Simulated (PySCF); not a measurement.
1,1-dichloroprop-1-ene (C3H4Cl2), SMILES CC=C(Cl)Cl.

Coordinates come from a B3LYP-D3(BJ)/def2-SVP optimisation.

These are PBE/def2-TZVP (PySCF) values and carry that method's errors.

The total energy is -1036.64445 hartree. The point group comes out as Cs, the highest occupied level is -6.02 eV and the lowest empty level comes out as -1.27 eV. The orbital gap comes out as 4.75 eV. The dipole moment is 1.80 D and the quadrupole, principal values (traceless, Buckingham form, about the centre of nuclear charge) is -3.03, -0.28, 3.31 D·Å. The mean static polarisability is 63.7 bohr³ (9.44 Å³) and the polarisability, principal values comes out as 41.2, 67.1, 82.8 bohr³.
